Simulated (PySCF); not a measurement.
GeH₅, SMILES [GeH5-], charge -1.

Geometry optimised at B3LYP-D3(BJ)/def2-TZVPD.

All values below come from PBE0/def2-TZVPD (PySCF).

Gas-phase values at a fixed geometry. A positive occupied level means that this level leaves the electron formally unbound; only the finite basis holds it.

Problem. Estimate the frontier levels, gap, dipole moment and polarisability. (An estimate is asked for; the answer gives what the named calculation found.)

Solution. 
The highest occupied level is 0.20 eV and the lowest empty level is 4.27 eV. The orbital gap is 4.07 eV and the dipole moment about the centre of nuclear charge is 0.00 D. The mean static polarisability is 65.3 bohr³ (9.67 Å³) and the polarisability, principal values is 56.8, 56.8, 82.3 bohr³.
